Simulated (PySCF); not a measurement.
# C₆ coefficients of unlike pairs at UHF

Calculated with PySCF 2.14 from the dipole response of each species, C₆(A,B) = (3/π) ∫ α_A(iu) α_B(iu) du, in atomic units, from isotropic polarisabilities. For ions this is the dispersion term alone; charge-induced terms of lower order in 1/R come first.

```csv
species,configuration,basis,relativity,α (bohr³),C₆ (like pair)
Rh,[Kr] 4d8 5s1 (4F),aug-cc-pVTZ-DK (9s8p6d3f2g),spin-free X2C,89.19,804.9
Rh⁺,[Kr] 4d8 (3F),"aug-cc-pVTZ-PP with one added diffuse shell each of s, p, d, f, g type with ECP28MDF (7s7p6d4f3g)",core potential,11.60,70.97
Sr,[Kr] 5s2 (1S),def2-TZVPPD with the def2 core potential (28 electrons) (6s4p3d1f),core potential,230.7,4030
Br³⁺,[Ar] 3d10 4s2 4p2 (3P),aug-cc-pwCVDZ-PP with ECP10MDF (6s5p4d1f),core potential,6.198,23.29
```

(1) Estimate C₆ for Br³⁺ with Rh.

No spin-orbit coupling is included.

The other pairs:

```json
{"pair": "Sr, Rh", "C₆": "1763"}
{"pair": "Br³⁺, Sr", "C₆": "204.4"}
{"pair": "Rh⁺, Rh", "C₆": "196.1"}
{"pair": "Sr, Rh⁺", "C₆": "368.5"}
{"pair": "Br³⁺, Rh⁺", "C₆": "40.55"}
```

Results:

(1) The integral gives 110.0. The combination rule 2 C_A C_B / (C_A α_B/α_A + C_B α_A/α_B) gives 95.86 and the geometric mean 136.9.
